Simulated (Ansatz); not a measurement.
## RbBr (SMILES [Br][Rb]): the energy, rung by rung

RbBr: 2 atoms, total charge 0, spin state singlet. SMILES: `[Br][Rb]`. The bond length is the measured one.

```xyz
2

Br    0.0000    0.0000    0.0000
Rb    0.0000    0.0000    2.9447
```

Each level gives the energy change with the Br1–Rb2 bond stretched from 2.945 to 3.681 Å (eV). The values are calculated.

```tsv
level	kind	program	value (eV)	less FCI/STO-3G	CPU time (all runs)
HF/STO-3G (restricted)	Hartree–Fock	Ansatz	1.35	-0.04	0.81 s
SVWN5/STO-3G (restricted)	LDA	Ansatz	1.36	-0.03	2.9 s
PBE/STO-3G (restricted)	GGA	Ansatz	1.21	-0.18	4.5 s
B3LYP/STO-3G (restricted)	global hybrid	Ansatz	1.26	-0.13	4.4 s
wB97X/STO-3G (restricted)	range-separated hybrid	Ansatz	1.46	+0.07	20 s
B2PLYP/STO-3G (restricted)	double hybrid	Ansatz	1.34	-0.05	6.3 s
MP2/STO-3G (restricted)	perturbation theory	Ansatz	1.38	-0.01	0.9 s
BCCD(T)/STO-3G (restricted)	coupled cluster or CI	Ansatz	1.39	0.00	1.4 s
FCI/STO-3G	exact in the basis	Ansatz	1.39	0.00	10 s
```

FCI/STO-3G is exact within its basis and frozen core, so for wave-function methods in that basis the difference is their error; functionals converge differently with the basis, so for them it is only a difference. All-electron rows without a relativistic Hamiltonian named are non-relativistic. The first shape isn't each level's own minimum. The values span 1.21 to 1.46 eV. Minimal STO sets describe s-block atoms so badly that they can place the ion below the atom. All rows use very small basis sets, so even the best lies far from the true value. In the correlated wave-function rows the outer d shell of Br is correlated, in sets not made for it. Times are those of the runs behind each value, whatever else they computed, on shared processors of several kinds: orders of magnitude only.
